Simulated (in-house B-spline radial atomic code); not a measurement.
Values are calculated unless marked as measured or tabulated.
# S ion on Cu atom: potential, deflection and energy transfer

The pair potential comes from two frozen, spherical free-atom densities (PBE, B-spline radial code, scalar-relativistic past argon): electrostatics plus the change in Thomas-Fermi kinetic and Dirac exchange energy where they overlap, the recipe behind the universal ZBL potential, which averages such potentials (from solid-state densities) over many pairs. It is written V = (Z1 Z2 e²/r) φ(r/a), with e² = 14.3996 eV·Å and a = 0.46850 Å/(Z1^0.23 + Z2^0.23); ZBL's fit is φ = 0.18175 e^(−3.1998x) + 0.50986 e^(−0.94229x) + 0.28022 e^(−0.4029x) + 0.02817 e^(−0.20162x). Where φ falls below 4e-4 it is continued as an exponential.

Masses 32.06 and 63.55 u.

| x = r/a | φ, this pair | φ, ZBL |
| --- | --- | --- |
| 0.1 | 0.8951 | 0.8928 |
| 0.5 | 0.6277 | 0.6096 |
| 1.5 | 0.3165 | 0.2995 |
| 3 | 0.1382 | 0.1292 |
| 5 | 0.05509 | 0.05224 |
| 8 | 0.01723 | 0.01705 |
| 12 | 0.005302 | 0.00474 |
| 17 | 0.001162 | 0.001212 |

(1) At x = 1 the electrostatic, kinetic and exchange parts are 17935.81, 7625.75 and -306.68 eV. Find r, V and φ.

(2) The ion comes in at 0.8714 keV with impact parameter 0.0577 Å. The scattering integral gives a centre-of-mass angle of 164.9° and a closest approach of 5.168 a. What are the reduced energy, the energy passed on and the laboratory angles?

Results:

(1) a = 0.46850/(1.8921 + 2.1695) = 0.11535 Å, so r = 0.11535 Å. V = 17935.81 + 7625.75 + (-306.68) = 25254.88 eV. The bare repulsion is 16 × 29 × 14.3996/0.11535 = 57923 eV, so φ = 0.4360, +4.7 % against ZBL's 0.4164. The kinetic (Pauli) term is 30 % of V here.

(2) ε = E a M2/(Z1 Z2 e² (M1 + M2)) = 871.4 × 1.1475e-05 = 0.01. The most that one collision can pass on is γE with γ = 4 M1 M2/(M1 + M2)² = 0.8915. Here T = γE sin²(θ/2) = 0.8915 × 871.4 × 0.9827 = 763.4 eV. The ion turns by arctan(sin θ/(cos θ + M1/M2)) = 150.5° (second quadrant: it bounces back), and the struck atom leaves at (180° − θ)/2 = 7.6°. The closest approach is 0.596 Å. With ZBL the angle would be 164.45° and T = 762.7 eV.
